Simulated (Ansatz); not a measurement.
## A barrier at the coupled-cluster level

Start structure (CH8SeSi, closed shell), relaxed at PBE0-D4/def2-TZVP:

```xyz
11
angstrom
Si -0.2125 0.2652 0.2609
H 0.7383 -0.8794 0.3063
H -1.5461 -0.2428 -0.1551
H 0.2703 1.2376 -0.7556
C -0.3185 1.0812 1.9433
H 0.3616 -2.6610 -2.3252
Se 0.1829 -1.5084 -3.2146
H -0.6701 0.3736 2.6976
H -1.0117 1.9252 1.9222
H 0.6589 1.4538 2.2580
H 1.5468 -1.0452 -2.9378
```

The step: CH₆Si ([CH3][SiH3]) + H₂Se → CH₆SeSi ([CH3][SiH2][SeH]) + H₂; bonds formed: Si1–Se7, H2–H6; bonds broken: Si1–H2, H6–Se7. Program: Ansatz 0.2.0. Basis: def2-TZVPP and def2-QZVPP. Cores are frozen in the correlated methods. Filled d shells of the heavier atoms are correlated. The def2 sets are not built for correlating such inner shells, so the correlated values are less sure here. Extrapolation: Hartree–Fock as exp(−7.88 √X), correlation as X^−2.97. Energies below are by CCSD(T) at an estimated basis limit (MP2 extrapolated from triple and quadruple zeta, plus CCSD(T) − MP2 in triple zeta).

(1) What are the electronic barrier and the energy of the step, from the start structure to the end structure? (An estimate is asked for; the value comes from the calculation.)

The T1 diagnostic stays at or below 0.012.

## Answers

(1) The calculation gives: Barrier 2.088 eV; step energy -0.458 eV (downhill); reverse barrier, their difference, 2.546 eV. Barrier and step energy count from the start structure, the reverse barrier from the end structure.

The saddle point: One imaginary mode of 1067i cm⁻¹.
```json
{"pair": "Si1–Se7", "start (Å)": "3.92", "saddle (Å)": "2.72", "end (Å)": "2.29"}
{"pair": "H2–H6", "start (Å)": "3.20", "saddle (Å)": "0.96", "end (Å)": "0.75"}
{"pair": "Si1–H2", "start (Å)": "1.49", "saddle (Å)": "1.72", "end (Å)": "4.50"}
{"pair": "H6–Se7", "start (Å)": "1.47", "saddle (Å)": "1.85", "end (Å)": "3.31"}
```

Zero-point energy (harmonic, PBE0-D4): ZPE is 2.049 eV at the start and 2.027 eV at the saddle, so the barrier goes from 2.088 to 2.065 eV.

Labels in which every atom is bracketed show which atoms are joined, not bond orders.

For scale, one of the runs: CCSD(T)/def2-TZVPP, 233 basis functions, launched by `ansatz run in.yaml --threads 4 --pin off --events-out ev --progress --plain --max-ram 9574MiB`. Hardware: 4 CPU threads of an Arm Neoverse V1, shared host. Wall time 2 min; peak host memory 4 GiB.
